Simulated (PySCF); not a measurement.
AsBH₄O. Atoms are numbered in the order given.

```xyz
7

B     -1.2599     0.3411    -0.1870
As     0.6090    -0.4884     0.0120
H      0.1527    -1.4131     1.1444
H      1.1421     0.5813     0.9794
H     -2.1920    -0.3746    -0.4483
O     -1.5193     1.6747    -0.1518
H     -0.7457     2.2193     0.0762
```
Charge 0, spin multiplicity 1.

The structure is a stationary point at PBE-D3(BJ)/def2-TZVP. One conformer was computed; it need not be the lowest.

These are HF/pcSseg-1 (PySCF) values and carry that method's errors.

GIAO shieldings, no solvent; atoms listed in one row are averaged. δ = σ(ref) − σ: ¹¹B against BF3 (σ = 102.7 ppm); ⁷⁵As against AsH3 (σ = 1982.6 ppm); ¹H against TMS (σ = 31.99 ppm); ¹⁷O against H2O (σ = 333.0 ppm), references at their B3LYP-D3(BJ)/def2-TZVP geometries, non-relativistic.

Estimate the chemical shifts. (An estimate is asked for; the answer gives what the named calculation found.)


```csv
nucleus,atoms,count,δ (ppm)
¹¹B,B1,1,49.2
⁷⁵As,As2,1,68.1
¹H,H7,1,6.34
¹H,H5,1,6.30
¹H,H3,1,2.92
¹H,H4,1,2.36
¹⁷O,O6,1,195.8
```
